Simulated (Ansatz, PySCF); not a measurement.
Ligand exchange on a metal centre used in film growth or etching (Zn NH2-Br). Gas-phase values, no solvent. One relaxed conformer stands for each flexible species; it need not be the lowest.

Quantity: redistribution energy (mixed species minus the weighted end members), in eV.

Level 1: frozen-core CCSD(T)/def2-TZVPP // PBE-D3(BJ)/def2-SVP (Ansatz, a quantum-chemistry and plane-wave program)
Level 2: B3LYP-D3(BJ)/def2-TZVP // PBE-D3(BJ)/def2-SVP (PySCF)
Level 3: PBE-D3(BJ)/def2-TZVP // PBE-D3(BJ)/def2-SVP (PySCF)
Level 4: B3LYP/3-21G // PBE-D3(BJ)/def2-SVP (PySCF)

```tsv
species	level 2	level 3	level 4
1 of 2 NH2 replaced by Br: [Zn(NH2)(Br)]	-0.018	-0.022	0.016
```

Question: What does level 1 give for each?

Answer: 
- 1 of 2 NH2 replaced by Br: [Zn(NH2)(Br)]: -0.029
